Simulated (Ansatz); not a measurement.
Sr2O2⁺. Total charge 1; doublet. Geometry r2SCAN-D4/def2-TZVP; atoms count from 1.

```xyz
4

Sr   -0.208    1.057    1.614
Sr    0.055   -0.107   -1.937
O     0.824   -0.350    0.175
O    -0.671   -0.600    0.147
```

In the def2 sets Sr takes a core potential; there is no spin–orbit coupling. The structure holds 1 bond(s) between oxygen atoms. Another isomer (doublet) lies 1.63 eV lower at PBE0-D4/def2-TZVP; other spin states weren't run for this one.

(1) Estimate the Mulliken populations from the PBE0/def2-TZVP orbitals of Ansatz.

(2) Where does the spin sit?

(3) And the Mayer bond orders between bonded heavy atoms (over 0.3)?

Results:

(1) 
| atom | charge (e) | spin (α − β) |
| --- | --- | --- |
| Sr1 | 1.15 | 0.51 |
| Sr2 | 1.15 | 0.51 |
| O3 | -0.65 | -0.01 |
| O4 | -0.65 | -0.01 |
Mulliken values and Mayer orders depend strongly on the basis.

(2) Summed by element: Sr 1.02, O -0.02, of 1 unpaired in all. Largest on single atoms: Sr1 0.51, Sr2 0.51, O3 -0.01.

(3) Sr1–Sr2 0.54 (3.75 Å); O3–O4 0.79 (1.52 Å).
